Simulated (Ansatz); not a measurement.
## Ligand exchange: B(CH3)(SH)2 + CHF3S → B(SH)3 + C2H3F3

Gas-phase species: B(CH3)(SH)2, singlet; CHF3S (trifluoromethanethiol) `FC(F)(F)S`, singlet; B(SH)3, singlet; C2H3F3 `CC(F)(F)F`, singlet. The partners trade CH3 for SH: B–CH3 and C–SH bonds give way to B–SH and C–CH3.

Shapes, held fixed at every level: PBE0-D4/def2-TZVP. Flexible molecules stand in one conformer, not always the lowest. Programs: Ansatz 0.2.0. Electronic energies: no zero-point or thermal term.

```tsv
level	kind	ΔE (kJ/mol)	less CCSD(T)/CBS estimate
PBE-D4/def2-TZVPP	GGA	-95.6	+8.7
r2SCAN-D4/def2-TZVPP	meta-GGA	-100.1	+4.2
PBE0-D4/def2-TZVPP	global hybrid	-101.2	+3.1
wB97X-V/def2-TZVPP	range-separated hybrid	-99.3	+5.0
B2PLYP/def2-TZVPP	double hybrid	-102.3	+2.0
MP2/def2-TZVPP	perturbation theory	-108.9	-4.6
CCSD(T)/def2-TZVPP	coupled cluster or CI	-104.6	-0.3
CCSD(T)/CBS estimate	coupled cluster or CI	-104.3	0.0
```

The highest level, CCSD(T)/CBS estimate, gives ΔE = -104.3 kJ/mol; the levels span -108.9 to -95.6. The column of differences is taken from that level and isn't an error. No measured value is set beside it here. The CBS estimate extrapolates MP2 from def2-TZVPP and def2-QZVPP and adds CCSD(T) − MP2 in the triple-zeta set, cores frozen.
